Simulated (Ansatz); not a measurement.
Consider the isomerisation: `OC1C[SiH2]N1` → `CN([SiH3])C=O`.

Program: Ansatz. Geometries: PBE0-D4/def2-TZVP. ΔE: electronic, gas phase. CBS: MP2 limit from def2 TZ/QZ plus the TZ coupled-cluster correction, frozen cores. DFT in def2-TZVPP. One conformer a species, not always the lowest.

| level | ΔE (kJ/mol) |
| --- | --- |
| PBE-D4 | -51.0 |
| revPBE-D4 | -56.1 |
| CCSD/def2-TZVPP | -43.6 |
| CCSD/CBS(def2) | -36.1 |

Q: What does CCSD(T)/CBS give? (Estimate.)

A: Computed: -38.7 kJ/mol. The listed levels differ from it by -12.3, -17.4, -4.9, 2.6 kJ/mol.

Largest T1 diagnostic among the species: 0.015.

From r2SCAN to r2SCAN0 (25 % exact exchange), in def2-TZVPP and without D4, ΔE moves by +11.6 kJ/mol. At CCSD(T), def2-SVP lies −38.2 kJ/mol from the extrapolated value and def2-TZVPP −7.5 kJ/mol. In def2-TZVPP, CCSD(T) changes the Hartree–Fock value by +21.8 kJ/mol (the triples alone add −2.6 kJ/mol) and MP2 by +26.4 kJ/mol.

CCSD(T)/CBS has its own doubt, a few kJ/mol and more with outer-core shells, so smaller differences from it don't rank the levels.
